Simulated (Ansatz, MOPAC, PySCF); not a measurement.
Complex: HI (SMILES I) (first 2 atoms) with CH6Si (SMILES C[SiH3]); geometry from B3LYP-D3(BJ)/def2-TZVP, rigid monomers moved along the line of their centres of mass till H2···H10 is 2.49 Å.
(charge 0, multiplicity 1):
```xyz
10

I     -0.548     1.279    -0.488
H     -0.814    -0.019     0.440
C     -0.117     0.932     4.086
Si     0.261    -0.828     3.570
H     -1.109     1.002     4.536
H     -0.085     1.603     3.226
H      0.612     1.284     4.818
H      0.213    -1.749     4.731
H      1.600    -0.923     2.941
H     -0.739    -1.302     2.575
```

Interaction energies are E(AB) − E(A) − E(B) at the monomers' geometry in the complex; basis-set methods are counterpoise corrected.

The state reached by AM1, PM3 isn't checked.

Programs: Ansatz (a program for electronic structure); MOPAC for AM1, PM3 (differences of heats of formation); PySCF for the dispersion terms. Each number belongs to the level named beside it. In def2 rows elements past Kr take small-core potentials, without spin–orbit coupling.

**Question.** One of these levels gives -4.7 kJ/mol for the interaction energy. Which one is it?
A) AM1
B) PM3
C) B3LYP-D3(BJ)/def2-TZVPPD
D) HF/def2-SVPD

**Answer.** B, PM3. The others give 0.0 (AM1), 1.5 (HF/def2-SVPD), -7.5 (B3LYP-D3(BJ)/def2-TZVPPD)
